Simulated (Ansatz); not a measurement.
`[OH][Sn]([Cl])[Cl]` radical. Total charge 0; spin multiplicity 2. Sn: def2 effective core potential.

Question: What are the harmonic wavenumbers in cm⁻¹ at PBE0-D4/def2-TZVP (Ansatz, finite differences of forces, unscaled)? (Best estimate.)

Answer: The calculation gave: 93, 118, 144, 230, 347, 365, 605, 833, 3853.

Question: Is this a minimum?

Answer: Yes, all 9 modes are real.

Question: Give the ideal-gas thermochemistry at 298.15 K and 1 bar (rigid rotor, harmonic oscillator; point group C1, symmetry number 1).

Answer: Zero-point energy 39.4 kJ/mol; H(298) − E = 58.7 kJ/mol; entropy 358.7 J/(mol·K), of which translation 175.3, rotation 118.0, vibration 59.6, electronic 5.8; G(298) − E = -48.3 kJ/mol. Modes under 100 cm⁻¹ are hindered rotations or soft bends, so the harmonic entropy is rough.
